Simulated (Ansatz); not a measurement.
Steps of a relaxation of CH9BOSi2, SMILES `CB[SiH](O)[SiH3]` with RKS PBE-D4/def2-SVP.

```sh
$ ansatz run in.yaml --threads 4 --pin off --events-out ev --progress --plain --max-ram 10444MiB
```

```yaml
crystal:
  periodic: [false, false, false]
  atoms:
    - {symbol: C, position_ang: [-1.325300, -0.107800, 1.487400]}
    - {symbol: B, position_ang: [-0.006600, -0.833800, 1.252300]}
    - {symbol: Si, position_ang: [1.126800, -0.382000, -0.254000]}
    - {symbol: O, position_ang: [1.444100, -1.754200, -1.241000]}
    - {symbol: Si, position_ang: [0.290300, 1.276500, -1.466000]}
    - {symbol: H, position_ang: [-1.174600, 1.034300, 1.622400]}
    - {symbol: H, position_ang: [-1.998600, -0.198700, 0.592200]}
    - {symbol: H, position_ang: [-1.847100, -0.450400, 2.366200]}
    - {symbol: H, position_ang: [0.321000, -1.673500, 2.039700]}
    - {symbol: H, position_ang: [2.468800, 0.040800, 0.306700]}
    - {symbol: H, position_ang: [0.455000, -1.964400, -1.566000]}
    - {symbol: H, position_ang: [-1.000100, 0.874500, -1.958700]}
    - {symbol: H, position_ang: [1.142800, 1.632100, -2.578500]}
    - {symbol: H, position_ang: [0.090400, 2.477600, -0.573900]}
basis:
  gaussian: {orbitals: def2-SVP}
hamiltonian: {xc: pbe, dispersion: d4}
relax: {f_tol: 0.03, max_steps: 200}
```

Positions (Å) and forces (eV/Å) along the path, 11 of 28 steps:

```xyz
14
step=1 energy=-19640.6947 eV
C    -1.325   -0.108    1.487   -0.568    1.699   -0.205
B    -0.007   -0.834    1.252   -0.074   -0.181    0.553
Si    1.127   -0.382   -0.254    1.905   -0.900    0.213
O     1.444   -1.754   -1.241   -3.166   -0.446   -0.893
Si    0.290    1.276   -1.466    0.012    1.271    0.405
H    -1.175    1.034    1.622   -0.071   -1.156   -0.341
H    -1.999   -0.199    0.592    0.170    0.135    0.207
H    -1.847   -0.450    2.366   -0.724   -0.268    0.775
H     0.321   -1.673    2.040    0.252   -0.513    0.238
H     2.469    0.041    0.307    0.007    0.045   -0.060
H     0.455   -1.964   -1.566    2.944    0.192    0.627
H    -1.000    0.875   -1.959   -1.267   -0.304   -0.557
H     1.143    1.632   -2.579    0.602    0.358   -0.916
H     0.090    2.478   -0.574   -0.023    0.066   -0.046
14
step=3 energy=-19641.2975 eV
C    -1.380   -0.100    1.621    0.007   -0.038   -0.036
B    -0.070   -0.892    1.296    0.059    0.121    0.225
Si    1.164   -0.406   -0.250    0.094   -0.263   -0.050
O     1.495   -1.814   -1.185    0.017    0.503    0.245
Si    0.286    1.363   -1.554    0.015   -0.037   -0.089
H    -1.152    0.986    1.731    0.033   -0.014    0.011
H    -2.042   -0.114    0.723   -0.008   -0.024    0.001
H    -1.966   -0.438    2.499    0.022    0.007   -0.011
H     0.283   -1.841    1.987   -0.085   -0.009   -0.109
H     2.510    0.037    0.270   -0.016    0.012    0.020
H     0.665   -2.112   -1.586   -0.149   -0.255   -0.215
H    -1.063    0.979   -2.122    0.037    0.016    0.008
H     1.183    1.735   -2.708   -0.039    0.021    0.016
H     0.075    2.588   -0.693    0.013   -0.039   -0.016
14
step=8 energy=-19641.3810 eV
C    -1.295    0.015    1.760    0.211   -0.072   -0.135
B    -0.212   -0.981    1.196   -0.164   -0.101    0.252
Si    1.101   -0.430   -0.251    0.053    0.022    0.050
O     1.719   -1.698   -1.197   -0.111   -0.151   -0.140
Si    0.235    1.309   -1.606   -0.019    0.010    0.005
H    -0.974    1.082    1.772   -0.040   -0.103   -0.001
H    -2.106   -0.013    0.981    0.071   -0.038    0.102
H    -1.766   -0.255    2.729    0.056   -0.002   -0.090
H    -0.156   -2.148    1.612   -0.098    0.328   -0.161
H     2.318    0.161    0.439   -0.101   -0.050   -0.029
H     1.048   -2.204   -1.697    0.152    0.162    0.169
H    -1.074    0.907   -2.240   -0.008   -0.003   -0.005
H     1.179    1.696   -2.714    0.007    0.007    0.001
H    -0.030    2.530   -0.756   -0.011   -0.010   -0.018
14
step=10 energy=-19641.4238 eV
C    -1.221    0.059    1.793    0.073   -0.094   -0.055
B    -0.277   -0.989    1.116    0.004    0.056    0.050
Si    1.116   -0.431   -0.243   -0.024   -0.006    0.059
O     1.810   -1.674   -1.169    0.033    0.018    0.003
Si    0.210    1.281   -1.613   -0.001    0.038   -0.018
H    -0.903    1.122    1.789    0.023   -0.062   -0.029
H    -2.099   -0.002    1.094   -0.028    0.031    0.071
H    -1.613   -0.224    2.792   -0.003   -0.007   -0.046
H    -0.446   -2.181    1.352   -0.040    0.079   -0.022
H     2.275    0.202    0.493   -0.026   -0.013   -0.019
H     1.160   -2.228   -1.633   -0.011   -0.013    0.009
H    -1.072    0.839   -2.276    0.003   -0.018    0.002
H     1.162    1.708   -2.698    0.008   -0.001   -0.006
H    -0.115    2.489   -0.768   -0.011   -0.010    0.001
14
step=11 energy=-19641.4376 eV
C    -1.185    0.062    1.821   -0.022    0.085   -0.022
B    -0.318   -0.992    1.074    0.010   -0.081   -0.078
Si    1.103   -0.427   -0.242    0.055    0.019    0.032
O     1.852   -1.651   -1.149    0.004   -0.013   -0.007
Si    0.199    1.268   -1.638   -0.020    0.009    0.003
H    -0.810    1.105    1.835   -0.012   -0.013    0.052
H    -2.105    0.070    1.178   -0.027    0.020    0.021
H    -1.545   -0.247    2.824    0.019    0.013    0.005
H    -0.592   -2.174    1.221    0.007   -0.022   -0.005
H     2.229    0.231    0.519   -0.005    0.012   -0.006
H     1.224   -2.248   -1.590   -0.004   -0.017    0.002
H    -1.048    0.788   -2.340    0.002   -0.006   -0.003
H     1.171    1.730   -2.692    0.005   -0.009    0.013
H    -0.188    2.456   -0.791   -0.013    0.004   -0.007
14
step=13 energy=-19641.4433 eV rejected
C    -1.130    0.074    1.869   -0.269    0.076   -0.156
B    -0.392   -0.991    0.987   -0.170   -0.203   -0.036
Si    1.106   -0.414   -0.233    0.065   -0.044   -0.062
O     1.916   -1.618   -1.117   -0.164   -0.177   -0.060
Si    0.180    1.234   -1.679   -0.099    0.044    0.023
H    -0.652    1.073    1.984   -0.045   -0.189   -0.032
H    -2.104    0.235    1.312    0.310   -0.034    0.201
H    -1.446   -0.312    2.863    0.016    0.004   -0.057
H    -0.842   -2.150    0.953    0.165    0.408    0.041
H     2.184    0.301    0.544   -0.009   -0.014    0.001
H     1.316   -2.294   -1.491    0.153    0.180    0.104
H    -0.995    0.676   -2.454    0.064    0.036    0.040
H     1.176    1.776   -2.677   -0.028   -0.045    0.069
H    -0.331    2.381   -0.833    0.009   -0.043   -0.074
14
step=14 energy=-19641.4534 eV
C    -1.145    0.069    1.849   -0.055    0.008   -0.023
B    -0.386   -0.992    0.990    0.004   -0.020    0.022
Si    1.100   -0.416   -0.235    0.051   -0.041   -0.023
O     1.902   -1.626   -1.117   -0.020   -0.003   -0.012
Si    0.177    1.245   -1.665   -0.015    0.010   -0.012
H    -0.678    1.069    1.942   -0.005    0.000   -0.004
H    -2.116    0.208    1.303    0.044    0.006    0.062
H    -1.438   -0.307    2.852   -0.021   -0.008   -0.003
H    -0.782   -2.150    1.014    0.000    0.040   -0.023
H     2.184    0.282    0.550   -0.010    0.002   -0.008
H     1.300   -2.281   -1.513    0.017    0.022    0.020
H    -1.005    0.705   -2.434    0.013   -0.004    0.002
H     1.187    1.749   -2.663   -0.004   -0.002    0.003
H    -0.313    2.414   -0.846   -0.001   -0.011    0.000
14
step=23 energy=-19641.4639 eV
C    -1.145    0.071    1.908   -0.102   -0.054    0.113
B    -0.504   -0.899    0.862    0.014    0.024   -0.019
Si    1.111   -0.385   -0.212   -0.010   -0.044    0.008
O     1.943   -1.616   -1.036   -0.010    0.027    0.019
Si    0.198    1.207   -1.731    0.005    0.007   -0.017
H    -0.665    1.063    2.030   -0.025   -0.018    0.004
H    -2.239    0.205    1.723    0.141   -0.015    0.024
H    -1.102   -0.459    2.897   -0.001    0.079   -0.145
H    -1.073   -1.957    0.631   -0.005   -0.007    0.005
H     2.162    0.350    0.579    0.002   -0.003    0.000
H     1.353   -2.296   -1.406   -0.002    0.004    0.003
H    -0.884    0.578   -2.573   -0.005   -0.001   -0.004
H     1.251    1.747   -2.663   -0.002   -0.002    0.005
H    -0.419    2.361   -0.980    0.000    0.003    0.004
14
step=24 energy=-19641.4646 eV
C    -1.145    0.070    1.910   -0.029    0.001    0.021
B    -0.507   -0.895    0.858    0.059   -0.019    0.024
Si    1.110   -0.384   -0.213   -0.016   -0.032   -0.006
O     1.942   -1.616   -1.033   -0.014    0.019    0.015
Si    0.199    1.207   -1.734    0.012    0.012   -0.010
H    -0.669    1.062    2.034   -0.010   -0.004    0.001
H    -2.235    0.202    1.724    0.020    0.001    0.011
H    -1.102   -0.460    2.894    0.005    0.016   -0.043
H    -1.070   -1.959    0.636   -0.017    0.003   -0.012
H     2.161    0.349    0.580   -0.003    0.001    0.002
H     1.351   -2.294   -1.406    0.002    0.000    0.000
H    -0.885    0.581   -2.575   -0.004   -0.002   -0.004
H     1.253    1.746   -2.666   -0.004    0.000    0.001
H    -0.415    2.361   -0.981   -0.002    0.005    0.000
14
step=25 energy=-19641.4649 eV
C    -1.146    0.067    1.913    0.011    0.011   -0.007
B    -0.507   -0.897    0.861    0.003    0.008   -0.029
Si    1.106   -0.383   -0.214    0.016   -0.019    0.019
O     1.941   -1.617   -1.028   -0.020    0.017    0.004
Si    0.202    1.210   -1.738   -0.003   -0.004   -0.009
H    -0.677    1.062    2.034    0.003    0.002    0.000
H    -2.237    0.191    1.739   -0.021    0.000    0.001
H    -1.088   -0.461    2.896    0.005   -0.009    0.014
H    -1.078   -1.954    0.628    0.003   -0.004    0.008
H     2.155    0.353    0.578    0.003    0.001    0.005
H     1.351   -2.294   -1.402    0.005   -0.002   -0.002
H    -0.882    0.581   -2.578   -0.004    0.006   -0.008
H     1.258    1.746   -2.670   -0.001   -0.004    0.002
H    -0.411    2.368   -0.989    0.000   -0.001    0.003
14
step=28 energy=-19641.4656 eV
C    -1.154    0.063    1.918   -0.027   -0.005    0.015
B    -0.523   -0.890    0.851    0.002    0.000   -0.001
Si    1.100   -0.378   -0.210    0.002   -0.016    0.000
O     1.938   -1.615   -1.018   -0.015    0.010    0.005
Si    0.209    1.210   -1.748    0.004    0.005   -0.003
H    -0.705    1.070    2.021   -0.002   -0.005   -0.001
H    -2.257    0.154    1.802    0.029   -0.002    0.006
H    -1.025   -0.466    2.895    0.001    0.012   -0.024
H    -1.095   -1.944    0.609    0.000    0.001    0.001
H     2.144    0.357    0.588    0.000    0.002   -0.001
H     1.348   -2.289   -1.398    0.006    0.000    0.000
H    -0.873    0.590   -2.596    0.001   -0.002    0.001
H     1.278    1.731   -2.674   -0.002    0.001    0.001
H    -0.399    2.377   -1.010    0.001   -0.001    0.000
```

Run time 35 s (4 threads of an Arm Neoverse V2 on a shared host); peak host memory 0.17 GiB.
